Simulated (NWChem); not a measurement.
GeBr₃, doublet; SMILES [Br][Ge]([Br])[Br]

Program: NWChem. Spin-unrestricted. In the optimisation the excess spin sits in a (C3, its own frame). Geometry: optimised at PBE0/def2-SVP, spin-unrestricted. No stability test was run on the SCF state. Total energies compare along this basis series because the functional is fixed.

```csv
level,basis functions,energy (Ha),highest occupied level (eV),"lowest empty minus highest occupied level, either spin (eV)",dipole (D),<S²>
UHF/def2-SVP,128,-9791.5208,-9.94,9.01,1.33,0.763
UHF/def2-SVPD,161,-9791.5309,-10.05,8.93,1.17,0.763
UHF/def2-TZVP,192,-9792.7374,-9.97,9.05,1.19,0.764
UHF/def2-TZVPP,192,-9792.7374,-9.97,9.05,1.19,0.764
UHF/def2-QZVP,300,-9792.9267,-9.98,9.01,1.20,0.765
```
